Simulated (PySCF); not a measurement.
Compound: C₄H₅F₂O₃ (charge -1).
Structure used (GFN2-xTB), in Å, numbered top down from 1:
```xyz
14
C4H5F2O3 angstrom
C      0.998    0.138   -1.140
C      0.573    1.224   -0.175
F      0.364    2.395   -0.854
F      1.696    1.562    0.620
O     -0.486    1.037    0.608
C     -0.687   -0.278    1.172
C     -1.402   -1.397    0.265
O     -1.622   -1.123   -0.916
O     -1.630   -2.424    0.906
H      1.565   -0.619   -0.606
H      0.091   -0.314   -1.547
H      1.611    0.577   -1.923
H      0.266   -0.677    1.538
H     -1.338   -0.102    2.030
```

Structure optimised with GFN2-xTB, isolated species.

Take the most abundant isotopes and a rigid rotor. The values belong to one conformer with, in the numbering `[CH3:1][C:2]([F:3])([F:4])[O:5][CH2:6][C:7](=[O:8])[O-:9]`, C1–C2–O5–C6 39°, C2–O5–C6–C7 -82°, O5–C6–C7–O8 7°.

Question: What are A, B and C (MHz)?

Answer: Ia = 148.23, Ib = 523.33, Ic = 562.13 u·Å²; 505379 MHz·u·Å²/I gives A = 3409, B = 965.7, C = 899.0 MHz.

Question: Classify the top.

Answer: A near-prolate asymmetric top. Ray's parameter κ = (2B − A − C)/(A − C) = -0.947; −1 is the prolate and +1 the oblate limit.

Question: Is it planar, by Δ = Ic − Ia − Ib?

Answer: Not planar: Δ = Ic − Ia − Ib = -109.43 u·Å². For a rigid frame Δ = −2 Σ m c², so Σ m c² = 54.71 u·Å² lies off the ab plane: 8.24 from hydrogen and 46.47 from heavier atoms. The atom farthest from that plane is 1.97 Å away.

Question: Give the other two planar moments, Paa and Pbb, and the rms extents of the mass along the axes.

Answer: Paa = Σ m a² = (Ib + Ic − Ia)/2 = 468.62 and Pbb = Σ m b² = (Ia + Ic − Ib)/2 = 93.51 u·Å². With the mass M = 139.02 u, the rms extents √(P/M) along a, b and c are 1.84, 0.82, 0.63 Å.

Question: List the rotational levels J(Ka,Kc) to J = 2 (MHz).

Answer: Above 0(0,0):
J = 1: 1(0,1) 1865, 1(1,1) 4309, 1(1,0) 4375
J = 2: 2(0,2) 5593, 2(1,2) 7971, 2(1,1) 8171, 2(2,1) 15503, 2(2,0) 15504
The levels of one J sum to (2J + 1)J(J + 1)(A + B + C)/3.

Stationary, but not proved a minimum. Constants of a rigid frame at the computed geometry: no zero-point averaging, no centrifugal distortion.
